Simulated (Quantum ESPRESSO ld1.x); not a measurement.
Values are calculated unless marked as measured or tabulated.
All-electron atom: Tb II in [Kr] 4d10 4f9 5p6 6s1 5f2 (not the ground configuration).

Code: ld1.x of Quantum ESPRESSO 7.5. Model: Dirac Kohn-Sham, LDA (Slater exchange, VWN5 correlation), spin-unpolarised, spherical densities, point nucleus; open shells are shared between the two j in proportion to 2j + 1.

Energy parts (hartree):
part                     energy
total                 -11706.46
kinetic                12800.85
electron-nucleus      -28771.43
Hartree                 4512.58
exchange-correlation    -248.46

Orbitals (lengths in bohr, moments of r in powers of bohr; r(90%) holds 90 % of the orbital's charge):
| orbital | occ. | eigenvalue (hartree) | r(90%) | <r> | small-component weight |
|---|---|---|---|---|---|
| 1s1/2 | 2 | -1903.05 | 0.0389 | 0.02152 | 5.87e-02 |
| 2s1/2 | 2 | -316.130 | 0.142 | 0.09101 | 1.30e-02 |
| 2p1/2 | 2 | -300.571 | 0.125 | 0.07592 | 1.31e-02 |
| 2p3/2 | 4 | -273.162 | 0.134 | 0.08286 | 1.21e-02 |
| 3s1/2 | 2 | -70.7997 | 0.351 | 0.2392 | 4.13e-03 |
| 3p1/2 | 2 | -64.0221 | 0.344 | 0.2287 | 4.08e-03 |
| 3p3/2 | 4 | -58.3652 | 0.362 | 0.2420 | 3.80e-03 |
| 3d3/2 | 4 | -46.6528 | 0.334 | 0.2141 | 3.69e-03 |
| 3d5/2 | 6 | -45.4171 | 0.340 | 0.2182 | 3.61e-03 |
| 4s1/2 | 2 | -14.7471 | 0.780 | 0.5420 | 1.32e-03 |
| 4p1/2 | 2 | -12.0935 | 0.806 | 0.5532 | 1.24e-03 |
| 4p3/2 | 4 | -10.8306 | 0.850 | 0.5838 | 1.14e-03 |
| 4d3/2 | 4 | -6.45398 | 0.931 | 0.6183 | 9.70e-04 |
| 4d5/2 | 6 | -6.22606 | 0.947 | 0.6291 | 9.42e-04 |
| 5p1/2 | 2 | -1.87333 | 2.07 | 1.427 | 2.38e-04 |
| 5p3/2 | 4 | -1.68785 | 2.19 | 1.512 | 2.14e-04 |
| 4f5/2 | 3.85714 | -1.04770 | 1.42 | 0.8319 | 5.62e-04 |
| 4f7/2 | 5.14286 | -1.01727 | 1.44 | 0.8431 | 5.51e-04 |
| 6s1/2 | 1 | -0.58589 | 4.42 | 3.095 | 6.01e-05 |
| 5f5/2 | 0.857143 | -0.11851 | 9.08 | 5.963 | 1.44e-05 |
| 5f7/2 | 1.14286 | -0.11813 | 9.11 | 5.987 | 1.44e-05 |

The highest occupied level is 5f7/2 at -3.214 eV. The density falls to 0.001 e/bohr^3 at r = 5.54 bohr.
